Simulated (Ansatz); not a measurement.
Basis-set extrapolation for ClH5NSi2 (`[SiH2]N[SiH2]Cl`) radical (PBE0-D4/def2-TZVP geometry, frozen core, the Gaussian-basis code of Ansatz). Multiplicity 2, UHF reference.

```tsv
	def2-TZVPP	def2-QZVPP
HF	-1094.856621	-1094.890842
MP2 correlation	-0.624952	-0.677333
CCSD(T) correlation	-0.704818	not run
```

Energies in hartree. Use E(X) = E(∞) + A·exp(−7.88·√X) for Hartree–Fock and E(X) = E(∞) + B·X^(−2.97) for correlation, with X = 3 and 4, and add CCSD(T) minus MP2 of the smaller set to the MP2 limit.

Question: What is the CCSD(T) energy at the basis-set limit?

Answer: HF limit: -1094.890842 + (-0.034221) × 0.13774 = -1094.89556. MP2 limit: -0.677333 + (-0.052381) × 0.74074 = -0.71613. Higher-order term: -0.704818 − (-0.624952) = -0.07987. Total: -1095.69156 hartree, 341.6 kJ/mol below CCSD(T)/def2-TZVPP.
